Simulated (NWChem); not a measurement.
Ionisation of bromine monochloride (BrCl)

```
Cl
Br 1 2.1953
```
Charge 0, spin multiplicity 1.

The numbers come from NWChem runs, not from measurements. The geometry was optimised at B3LYP/def2-SVP, a minimum by its harmonic frequencies.

Basis set: def2-TZVP. The species with one electron less has spin multiplicity 2 and keeps the geometry of the parent. Δ marks differences of total energies (open shells unrestricted). −ε marks an orbital energy of the parent. That orbital need not have the symmetry of the hole or added electron in the Δ rows.

The Hamiltonian is non-relativistic. B3LYP has NWChem's definition, with VWN1-RPA local correlation. The stability of the SCF solutions was not checked.

Q: For the first vertical ionisation energy, ΔB3LYP gives 11.03 eV and G0W0@CAM-B3LYP gives 10.86 eV. What do ΔM06-2X, −ε(HOMO) of PBE, ΔPBE give?

A: ΔM06-2X: 11.28 eV; −ε(HOMO) of PBE: 7.10 eV; ΔPBE: 10.77 eV.
